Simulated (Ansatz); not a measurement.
Single points on (KI)4 ring (K4I4).

```yaml
crystal:
  periodic: [false, false, false]
  atoms:
    - {symbol: I, position_ang: [-1.449132, 1.780650, 0.990495]}
    - {symbol: I, position_ang: [1.994571, 1.467404, -4.774718]}
    - {symbol: I, position_ang: [1.488573, -1.757126, -0.965752]}
    - {symbol: I, position_ang: [-2.028128, -1.487482, 4.753156]}
    - {symbol: K, position_ang: [-3.071705, 1.458068, 3.867602]}
    - {symbol: K, position_ang: [0.351563, 1.409245, -1.865504]}
    - {symbol: K, position_ang: [3.031049, -1.481041, -3.890585]}
    - {symbol: K, position_ang: [-0.316781, -1.389718, 1.885296]}
basis:
  gaussian: {orbitals: def2-TZVP, initial_orbitals: start.molden}
hamiltonian: {xc: {name: r2SCANh}, dispersion: d4}
scf: {omitted_lower_state_checks: [starts]}
output: {orbitals: {seedname: orbitals}}
```

The file start.molden holds the orbitals of an earlier run on this structure, at another level or in another basis.

```sh
$ ansatz run in.yaml --threads 4 --pin off --events-out ev --progress --plain --max-ram 4787MiB
```

It prints (some lines left out):

```
Functional definition: r2SCANh
2768 factors; their error is unknown
the host lacks memory for fits, so the integrals are decomposed
3216 factors; integrals over basis functions are off by at most 2.0e-4 eV
mean field evaluation 1: about -97724.4139 eV, gradient 6.4e0 eV
mean field evaluation 2: about -97724.4464 eV, gradient 5.1e-2 eV
mean field evaluation 4: about -97724.4611 eV, gradient 1.9e-4 eV
mean field -97724.46112328 eV, -3591.3077062616 hartree, gradient 2.7e-5 eV, S^2 0.000000; 0 other end points of the search recorded, 0 dependent functions left out
reference -97724.46114519 eV, -3591.3077070668 hartree; 88, 88 occupied and 244, 244 virtual orbitals, 3216 factors
Total energy: -97724.55220177 eV, -3591.3110533345 hartree
Checks for a lower state left out: starts
```

It took 31 s on 4 threads of Intel Xeon Platinum 8259CL on a shared host, peak host memory 2 GiB.

First input, but with `hamiltonian: {xc: pbe, dispersion: d4}`, `output: {forces: true, orbitals: {seedname: orbitals}}` (abridged; 9 s):

```
Functional definition: PBE
mean field -97690.90364648 eV, -3590.0744917354 hartree, gradient 1.2e-5 eV, S^2 0.000000
Total energy: -97691.23637631 eV, -3590.0867193311 hartree
Atom 0 force    -0.006197     0.005588     0.003627 eV/Å
Atom 1 force     0.003783    -0.020040     0.011345 eV/Å
Atom 2 force     0.007082    -0.006798    -0.004610 eV/Å
Atom 3 force    -0.004486     0.020040    -0.010818 eV/Å
Atom 4 force     0.029997    -0.035701    -0.016051 eV/Å
Atom 5 force     0.010570    -0.022109     0.002527 eV/Å
Atom 6 force    -0.028390     0.036513     0.015794 eV/Å
Atom 7 force    -0.012359     0.022508    -0.001814 eV/Å
Dipole moment:    -0.007406    -0.004578    -0.004219 e Å
Checks for a lower state left out: starts
```

The first input with `hamiltonian: {xc: r2scan, dispersion: d4}` (abridged; 14 s):

```
Functional definition: r2SCAN
mean field -97725.40996803 eV, -3591.3425756631 hartree, gradient 1.7e-5 eV, S^2 0.000000
Total energy: -97725.48623771 eV, -3591.3453785222 hartree
Checks for a lower state left out: starts
```

Geometry: r2SCAN-D4/def2-SVP.

In the def2 sets I takes a core potential; there is no spin–orbit coupling. Another isomer (singlet) lies 0.83 eV lower at PBE0-D4/def2-TZVP; other spin states weren't run for this one.
